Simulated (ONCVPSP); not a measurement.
**Before and after: ONCV potential for cadmium (Cd)**

cadmium (Cd), optimised norm-conserving Vanderbilt (ONCV), made with ONCVPSP 4.0.1 (BLYP, scalar-relativistic). Core [Ar] 3d10, reference 4s2 4p6 4d10 5s2. Waves: 4s+5s: rc 1.55 bohr, ncon 4, nbas 7, qcut 6.8 1/bohr, 2 projectors; 4p: rc 1.40 bohr, ncon 5, nbas 9, qcut 11.3 1/bohr, 1 projector; 4d: rc 1.35 bohr, ncon 4, nbas 9, qcut 11.3 1/bohr, 2 projectors, debl 1.6 Ha. Local part: polynomial inside 0.85 bohr (lpopt 5, dvloc0 4 Ha). Core correction: Teter function, fcfact 1.75, rcfact 1.1.

Change: p: rc 0.98.

Cutoffs: the cutoffs (Ha) at which the residual kinetic energy of the hardest occupied pseudo-wave falls to 1 and 0.1 mHa per electron; they do not see the model core or the augmentation charge, which bear on the density cutoff. Errors are all-electron minus pseudo energies relative to the spin-unpolarised reference configuration.

Question: Predict the effect on cutoff, ghosts and configuration errors.

Answer: The potential gets harder (44 Ha and 52 Ha → 55 Ha and 65 Ha); the errors of the 4 common tests hardly move; neither file shows a bound ghost. A smaller radius makes the pseudo-wave follow the all-electron one further in, where it bends more sharply, so more plane waves are needed.

```csv
quantity,base,changed
"cutoff, loose",44 Ha,55 Ha
"cutoff, tight",52 Ha,65 Ha
loose cutoff by channel,"s 18 Ha, p 44 Ha, d 39 Ha","s 18 Ha, p 55 Ha, d 39 Ha"
bound ghosts,none,none
GHOST(+) flags under 300 eV,s at 119.4 eV,s at 119.4 eV
"error for 4s2 4p6 4d10 5s1, meV [ΔE 9.32 eV]",-2.1,-2.1
"error for 4s2 4p6 4d10 5s0, meV [ΔE 26.62 eV]",-8.4,-8.4
"error for 4s2 4p6 4d9 5s0, meV [ΔE 64.51 eV]",-13,-13
"error for 4s2 4p6 4d10 5s1.5, meV [ΔE 3.72 eV]",-0.7,-0.7
s: phases at 1.58 bohr within 0.05 rad from the reference energy up to (Ha; the scan ends near 5),4.1,4.1
d: phases at 1.37 bohr within 0.05 rad from the reference energy up to (Ha; the scan ends near 5),to the end of the scan,to the end of the scan
"rms error of d²Exc/dni dnj with the model core, mHa",1.79,1.96
```
